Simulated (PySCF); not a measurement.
Isomers of C4H11NO2Si, from PBE0-D3(BJ)/def2-SVP geometry optimisation, gas phase (PySCF). One conformer each, no zero-point energy, no frequencies.

Task: Which isomer lies lower at this level?
A. `[CH3:1][C:2](=[O:3])[O:4][SiH2:5][N:6]([CH3:7])[CH3:8]` with C1–C2–O4–Si5 180°, C2–O4–Si5–N6 -179°, O4–Si5–N6–C7 -82°: A = 3765, B = 815.5, C = 785.9 MHz, dipole 2.73 D
B. `[CH3:1]/[N:2]=[CH:3]/[CH2:4][O:5][SiH2:6][O:7][CH3:8]` with N2–C3–C4–O5 133°, C3–C4–O5–Si6 83°, C4–O5–Si6–O7 -72°, O5–Si6–O7–C8 -69°: A = 2595, B = 894.0, C = 705.1 MHz, dipole 1.53 D

Result: A. That is `CC(=O)O[SiH2]N(C)C`, 29.0 kcal/mol below the other.

| SMILES | mapped SMILES | E (Eh) | relative (kcal/mol) | relative (kJ/mol) | dipole (D) |
| --- | --- | --- | --- | --- | --- |
| CC(=O)O[SiH2]N(C)C | [CH3:1][C:2](=[O:3])[O:4][SiH2:5][N:6]([CH3:7])[CH3:8] | -652.92740 | 0.0 | 0.0 | 2.73 |
| C/N=C/CO[SiH2]OC | [CH3:1]/[N:2]=[CH:3]/[CH2:4][O:5][SiH2:6][O:7][CH3:8] | -652.88116 | 29.0 | 121.4 | 1.53 |

As drawn, the lower has a C=O bond and a C(=O)–O unit, which the higher lacks; the higher has a C=N bond, which the lower lacks.
